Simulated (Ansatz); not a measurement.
Basis-set extrapolation for `O[SiH2]S[Si](O)(O)O` (PBE0-D4/def2-TZVP geometry, frozen core, the Gaussian-basis code of Ansatz). Multiplicity 1, RHF reference.

|  | def2-TZVPP | def2-QZVPP |
| --- | --- | --- |
| HF | -1278.808871 | -1278.853420 |
| MP2 correlation | -1.374226 | -1.489682 |
| CCSD(T) correlation | -1.465013 | not run |

Energies in hartree. Use E(X) = E(∞) + A·exp(−7.88·√X) for Hartree–Fock and E(X) = E(∞) + B·X^(−2.97) for correlation, with X = 3 and 4, and add CCSD(T) minus MP2 of the smaller set to the MP2 limit.

Problem. What is the CCSD(T) energy at the basis-set limit?

Solution. HF limit: -1278.853420 + (-0.044549) × 0.13774 = -1278.85956. MP2 limit: -1.489682 + (-0.115456) × 0.74074 = -1.57520. Higher-order term: -1.465013 − (-1.374226) = -0.09079. Total: -1280.52555 hartree, 660.7 kJ/mol below CCSD(T)/def2-TZVPP.
